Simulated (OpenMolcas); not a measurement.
**Ionisation energies of molybdenum**

```yaml
Program: OpenMolcas 26.06
Basis: ANO-R2 [7s5p4d2f1g]
Scalar_Hamiltonian: X2C, finite nucleus
Spin-orbit_coupling: state interaction with AMFI integrals over the reference wave functions, term energies averaged over their components
```

Active shells in each charge state: the valence d shell, with orbitals averaged over the low states. Where CASPT2's correlated closed shells are named, they are those of the first ion.

A. CASSCF
B. SS-CASPT2, IPEA 0.25 Eh, imaginary shift 0.1 Eh (closed shells correlated: 4s 4p)
C. SS-CASPT2, IPEA 0.25 Eh, imaginary shift 0.1 Eh (closed shells correlated: 3d 4s 4p)
D. SS-CASPT2, IPEA 0.25 Eh, imaginary shift 0.1 Eh (closed shells correlated: none)
E. SS-CASPT2, IPEA 0 Eh, imaginary shift 0.1 Eh (closed shells correlated: 4s 4p)

Energies in eV between the lowest computed levels, named as in B; reference values from the NIST Atomic Spectra Database with their kind.

```csv
From,To,A,B,C,D,E,Spin-orbit share in B,Reference
Mo2+ 4d4 5D0,Mo3+ 4d3 4F 3/2,26.153,27.086,27.076,26.718,27.172,-0.070,27.130 (semi-empirical)
Mo3+ 4d3 4F 3/2,Mo4+ 4d2 3F2,39.200,40.018,40.005,39.542,40.110,-0.051,40.330 (semi-empirical)
Mo4+ 4d2 3F2,Mo5+ 4d 2D 3/2,53.440,54.198,54.182,53.581,54.273,+0.063,54.417 (semi-empirical)
Mo5+ 4d 2D 3/2,Mo6+ 4p6 1S0,67.717,68.479,68.461,67.717,68.549,+0.189,68.827 (measured)
```

Error against the reference values, in %:

```json
{"From": "Mo2+", "Reference": "semi-empirical", "A": "-3.6", "B": "-0.2", "C": "-0.2", "D": "-1.5", "E": "+0.2"}
{"From": "Mo3+", "Reference": "semi-empirical", "A": "-2.8", "B": "-0.8", "C": "-0.8", "D": "-2.0", "E": "-0.5"}
{"From": "Mo4+", "Reference": "semi-empirical", "A": "-1.8", "B": "-0.4", "C": "-0.4", "D": "-1.5", "E": "-0.3"}
{"From": "Mo5+", "Reference": "measured", "A": "-1.6", "B": "-0.5", "C": "-0.5", "D": "-1.6", "E": "-0.4"}
```

Absolute error against the one measured value: A 1.11 eV, B 0.35 eV, C 0.37 eV, D 1.11 eV, E 0.28 eV. E lies closest.

The lowest level within the active space need not be the ion's true ground level.
